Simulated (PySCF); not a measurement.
Predicted microwave data (PBE0-D3(BJ)/def2-SVP geometry optimisation, gas phase, def2 core potentials past Kr in PySCF) for one isomer of C4H11In:

```
Rotational constants : A = 10846, B = 1203, C = 1122 MHz
Dipole components    : |μa| = 0.01 D, |μb| = 0.80 D, |μc| = 0.03 D
Inertial defect      : -16.21 u·Å²
κ                    : -0.98
```

Problem. Which candidate fits, each taken in the one conformer that was computed?
A. `C[C](C)(C)[InH2]` (InH2(tBu))
B. `[H][In]([H])[CH2]C(C)C` (InH2(iBu))
C. `[InH]([CH2]C)[CH2]C` (InEt2H)

Solution. C. It is [H][In]([CH2]C)[CH2]C, a near-prolate asymmetric top. The candidates at the same level (rigid rotor, commonest isotopes):

```csv
SMILES,A (MHz),B (MHz),C (MHz),μa (D),μb (D),μc (D),Δ (u·Å²),point group,rotor
[H][In]([H])[CH2]C(C)C,5139,1314,1243,1.05,0.00,0.55,-76.21,near Cs,near-prolate asymmetric top
[H][In]([CH2]C)[CH2]C,10846,1203,1122,0.01,0.80,0.03,-16.21,–,near-prolate asymmetric top
[H][In]([H])[C](C)(C)C,4389,1528,1506,0.70,0.03,0.00,-110.34,near Cs,–
```

`[H][In]([H])[CH2]C(C)C` has A 53 % too low; `[H][In]([H])[C](C)(C)C` has A 60 % too low. No structure here is proved a minimum.
